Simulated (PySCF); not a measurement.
# Excitation energy of C by level of theory

C [He] 2s2 2p2 (3P) → C [He] 2s2 2p1 3s1 (3P), as a difference of total energies. All numbers are calculated (PySCF 2.14, the spin-free X2C one-electron Hamiltonian (Gaussian nucleus), in x2c-QZVPPall with one added diffuse shell each of s, p, d, f type (8s5p4d3f1g, 73 functions)). Correlated levels: valence: 1s2 frozen; valence and next inner shell: nothing frozen. The calculations carry no spin-orbit coupling.

| method | excitation energy (cm⁻¹) |
| --- | --- |
| UHF | 60286 |
| LDA | 64151 |
| PBE | 62842 |
| PBE0 | 63057 |
| r2SCAN | 65244 |
| MN15 | 63637 |
| LC-wPBE | 65325 |
| B3LYP | 63265 |
| MP2 (valence) | 62726 |
| SCS-MP2 (valence) | 61904 |
| MP2 (valence and next inner shell) | 62884 |
| SCS-MP2 (valence and next inner shell) | 62016 |

Errors of the correlated levels include the incompleteness of this basis and the frozen core.

The promoted electron is Rydberg-like, and one or two diffuse shells describe it only roughly, which tends to raise the upper state.

Problem. Which method comes closest to the reference value, and which is furthest?

Solution. The reference is 60343 cm⁻¹ (measured; NIST levels, between the centres of gravity of the two terms). Closest: UHF (error -57.879 cm⁻¹); furthest: LC-wPBE (error 4981.1 cm⁻¹).
